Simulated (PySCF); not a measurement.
# Electronic structure of Er (erbium, neutral) at the wB97X-V level

Configuration: [Xe] 4f11 6s2 6p1, one real determinant (an excited configuration). Computed with PySCF 2.14 in x2c-TZVPPall (11s7p7d4f2g, 113 functions), with scalar relativity by spin-free X2C-1e.

```json
{"Total energy": "-13085.75 hartree", "One-electron energy": "-17919.55 hartree", "Hartree (Coulomb) energy": "5115.34 hartree", "Exchange-correlation energy": "-281.54 hartree", "⟨S²⟩": "6.0857", "⟨L²⟩": "36.269", "Sum of ⟨r⟩": "46.29 bohr", "Sum of ⟨r²⟩": "91.10 bohr²", "Traceless quadrupole moment −½Σ⟨3z² − r²⟩ along its main axis": "-11.4 e·bohr²", "Langevin diamagnetic susceptibility": "-72.1 ×10⁻⁶ cm³/mol", "Time after the integrals": "about 26 core-seconds"}
```

```csv
shell,electrons,mean orbital energy (eV),spread (eV),"rms radius, mean of both spins (bohr)"
1s α,1,-57312.6,0,0.0231
1s β,1,-57312.5,0,0.0231
2s α,1,-9662.8,0,0.0935
2s β,1,-9662.8,0,0.0935
2p α,3,-8566.4,0.061,0.0843
2p β,3,-8566.3,0.045,0.0843
3s α,1,-2187.0,0,0.241
3s β,1,-2185.5,0,0.241
3p α,3,-1851.0,0.356,0.241
3p β,3,-1849.5,0.247,0.241
3d α,5,-1420.7,0.455,0.221
3d β,5,-1419.4,0.165,0.221
4s α,1,-448.67,0,0.540
4s β,1,-445.42,0,0.540
4p α,3,-337.19,0.526,0.574
4p β,3,-333.88,0.304,0.574
4d α,5,-185.15,0.885,0.628
4d β,5,-181.53,0.288,0.628
5s α,1,-65.565,0,1.32
5s β,1,-64.221,0,1.32
5p α,3,-37.833,0.076,1.55
5p β,3,-36.866,0.147,1.55
4f α,7,-19.282,1.077,0.871
4f β,4,-17.119,0.827,0.871
6s α,1,-8.556,0,3.85
6s β,1,-7.817,0,3.85
6p α,1,-4.473,0,5.26
```

⟨L²⟩ = 36.27 against 56 for a pure K term, so this real determinant mixes terms. Spin-orbit coupling, absent here, splits the open shell strongly. ⟨S²⟩ = 6.09 against 6.00 shows spin contamination.

Densities and radii are taken from the X2C orbitals without a picture-change correction, which distorts them close to the nucleus.
